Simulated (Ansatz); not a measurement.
`[CH3][In]([NH2])[SiH2][TeH]` + CH₄ → `[CH3][In]([CH3])[NH2]` + `[SiH3][TeH]` at 700 K and 1 bar (formal exchange of groups at the In–Si bond).

Calculated with Ansatz (gas phase, PBE0-D4/def2-TZVP geometries, no zero-point term in ΔE). CCSD(T)/CBS is the MP2 limit (def2-TZVPP, def2-QZVPP) plus CCSD(T) − MP2 in def2-TZVPP, frozen cores. This one scheme is used for every species. Elements past krypton have def2 core potentials. For In, Te outer-core shells are correlated without core-valence functions, which leaves a few kJ/mol of doubt a bond. One conformer a species, not always the lowest.

| species | CCSD(T)/CBS energy (Eh) | H − E (kJ/mol) | S (J/(mol·K)) |
| --- | --- | --- | --- |
| `[CH3][In]([NH2])[SiH2][TeH]` | -844.22416 | 332.6 | 639.6 |
| CH₄ | -40.46206 | 145.9 | 224.0 |
| `[CH3][In]([CH3])[NH2]` | -325.44663 | 339.1 | 531.4 |
| `[SiH3][TeH]` | -559.21313 | 131.1 | 368.4 |

H − E and S are ideal-gas, rigid-rotor, harmonic terms from PBE0-D4/def2-TZVP, for one conformer and one mirror image of each species. 1 Eh = 2625.50 kJ/mol, R = 8.31446 J/(mol·K).

By hand: ΔE, ΔH, ΔS and ΔG.

ΔE = (-325.44663) + (-559.21313) − (-844.22416) − (-40.46206) = 0.02646 Eh = 69.5 kJ/mol. Δ(H − E) = 339.1 + 131.1 − 332.6 − 145.9 = -8.3, so ΔH = 61.2 kJ/mol. ΔS = 531.4 + 368.4 − 639.6 − 224.0 = 36.2 J/(mol·K). ΔG = 61.2 − 700 × (36.2)/1000 = 35.9 kJ/mol.

By hand: the equilibrium constant, and the temperature at which ΔG would vanish if ΔH and ΔS stayed fixed.

log₁₀ K = −ΔG/(RT ln 10) = -2.7. ΔG = 0 at ΔH/ΔS = 1691 K.

TΔS isn't small against ΔH here. A doubt of 5 kJ/mol in ΔE shifts log₁₀ K by 0.4 here. Other conformers and mirror images would add mixing entropy, several J/(mol·K) or more a flexible species. Modes under 60 cm⁻¹, often nearly free rotors, make the harmonic entropy too high. These are equilibria of isolated gas molecules and say nothing of rates. Largest T1 diagnostic: 0.013 (customary marks: 0.02 for closed shells, 0.045 for open ones).
